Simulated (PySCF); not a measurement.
## State search for AsPb

Unrestricted PBE0; basis As def2-SVP, Pb def2-SVP with ECP60; scalar-relativistic core potentials; PySCF 2.14. Outer shells of the fragments: As 3d10 4s2 4p3; Pb 5d10 6s2 6p2.

Followed along the bond (rough minima from three points):

```csv
2Ms+1,unpaired,⟨S²⟩ at the start,R at minimum (Å),Te (eV)
2,π ↑,0.81,2.54,0.00
2,σ ↑,0.92,2.42,0.42
4,π ↑↑↑,3.76,none in the scan,≤ 0.96
2,π ↑↑↓,1.76,none in the scan,≤ 1.33
6,"σ ↑, π ↑↑↑↑",8.75,none in the scan,≤ 2.44
```

Solutions found at the starting distance of 2.570 Å, counted from the lowest of them; the search is not exhaustive and high or unbound solutions are not listed, so other states can lie among these:

```tsv
2Ms+1	unpaired	term	E (eV)	⟨S²⟩	⟨Lz²⟩	μ (D)
2	π ↑	²Π	0.00	0.81	1.01	2.53
2	σ ↑	²Σ⁺	0.57	0.92	0.00	2.74
4	π ↑↑↑	⁴Π	1.19	3.76	1.00	0.84
2	π ↑↑↓	mixed	1.57	1.76	3.02	0.84
4	σ ↑, π ↑↑	mixed	1.63	3.76	2.01	1.46
4	σ ↑, π ↑↑	mixed	2.04	3.76	2.00	1.84
```

A term symbol is given only where ⟨S²⟩ and ⟨Lz²⟩ are close to those of a pure state; real π, δ and φ orbitals otherwise mix terms. A positive dipole means As(−)Pb(+).

Compare the gap between the two lowest followed solutions at the starting distance with the gap between their minima.

At PBE0 the second solution (doublet, unpaired electrons σ ↑) lies +0.57 eV from the first (doublet, unpaired electrons π ↑) at 2.570 Å and +0.42 eV at the minima; the two curves relax by different amounts, since their minima lie near 2.42 and 2.54 Å.

These are scalar-relativistic numbers at best; spin–orbit coupling would shift them, the dissociation energy most. Counting both spins, an empty level lies below a filled one in some of these solutions, because spin and occupation are held.
